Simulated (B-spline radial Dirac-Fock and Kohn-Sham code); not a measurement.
Yb³⁺ 4s: cross section and angular parameters

System: Yb³⁺, [Xe] 4f13; threshold 508.3 eV (orbital energy of the model). The computed values come from a radial atomic solver: Dirac-Hartree-Slater photoionisation with a Latter tail; cross sections with all multipoles, angular parameters from the dipole term and its interference with E2.

For linearly polarised light dσ/dΩ = σ/(4π) [1 + β P₂(cos θ) + (δ + γ cos²θ) sin θ cos φ], with θ from the polarisation vector and φ the angle between the beam and the projection of the electron momentum on the plane normal to the polarisation.

| hν (eV) | σ (kb) | β | γ |
| --- | --- | --- | --- |
| 533 | 74.2 | 1.815 | 0.478 |
| 583 | 69.5 | 1.840 | 0.545 |
| 600 | 67.6 | 1.847 | 0.555 |
| 745 | 55.6 | 1.882 | 0.582 |
| 1220 | ? | ? | ? |
| 1253.6 | 29.5 | 1.925 | 0.501 |
| 1600 | 20.8 | 1.936 | 0.417 |
| 2350 | 11.5 | 1.947 | 0.244 |
| 2984.4 | 7.69 | 1.952 | 0.126 |
| 3030 | 7.49 | 1.953 | 0.119 |
| 5050 | 3.02 | 1.960 | -0.095 |
| 5150 | 2.91 | 1.960 | -0.101 |
| 5414.7 | 2.65 | 1.961 | -0.114 |
| 5490 | 2.58 | 1.961 | -0.118 |
| 8390 | 1.15 | 1.964 | -0.134 |
| 9430 | 0.913 | 1.965 | -0.104 |
| 11300 | 0.636 | 1.965 | -0.023 |
| 11400 | 0.625 | 1.965 | -0.018 |

Task: Give the values at 1220 eV.

Result: σ = 30.7 kb, β = 1.923, γ = 0.509. For an s subshell δ is negligible.
